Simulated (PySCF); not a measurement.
## Iron: highly charged ions in a basis for the neutral atom

Fe(9+) [Ne] 3s2 3p5, Fe(10+) [Ne] 3s2 3p4. Calculation: PySCF 2.14, in cc-pVTZ-DK (7s6p4d2f1g, 68 functions); the spin-free X2C one-electron Hamiltonian (Gaussian nucleus). No spin-orbit coupling, so a gap to NIST mixes the basis error with missing relativistic terms.

Changed run: basis of the neutral atom used for a highly charged ion. This setting is unsound on purpose.

```csv
species,method,sound run (hartree),changed run (hartree),converged
Fe(9+),UHF,not run,-1242.53379,yes
Fe(9+),PBE0,not run,-1243.10763,yes
Fe(9+),M06-2X,not run,-1243.39988,yes
Fe(10+),UHF,not run,-1232.94001,yes
Fe(10+),PBE0,not run,-1233.45340,yes
Fe(10+),M06-2X,not run,-1233.74246,yes
```

Ionisation energy of Fe(9+):

| method | changed run (eV) | NIST (eV) |
| --- | --- | --- |
| UHF | 261.06 | 262.1 ± 0.12 |
| PBE0 | 262.70 | 262.1 ± 0.12 |
| M06-2X | 262.79 | 262.1 ± 0.12 |

The contracted functions were made for the neutral atom and can be too rigid for a highly charged ion.
